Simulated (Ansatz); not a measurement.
Consider the redistribution: `O[SiH](Cl)[SiH2]Cl` + `CO[SiH](O)[SiH3]` → `O[Si@@H](Cl)[Si@@H](O)Cl` + `CO[SiH2][SiH3]`.

Gas-phase electronic energies from Ansatz, PBE0-D4/def2-TZVP geometries. CCSD(T)/CBS adds triple-zeta CCSD(T) − MP2 to the extrapolated MP2 energy (def2 sets, frozen cores). Functionals use def2-TZVPP. One conformer a species, not always the lowest.

```csv
level,ΔE (kJ/mol)
PBE-D4,9.1
PBE0-D4,8.8
ωB97M-V,9.1
SCS-MP2/def2-QZVPP,8.4
```

Task: What does CCSD(T)/CBS give? (Estimate.)

Result: Computed: +9.7 kJ/mol. The listed levels differ from it by -0.6, -0.9, -0.6, -1.3 kJ/mol.

Largest T1 diagnostic among the species: 0.012.

CCSD(T)/CBS has its own doubt, a few kJ/mol and more with outer-core shells, so smaller differences from it don't rank the levels.
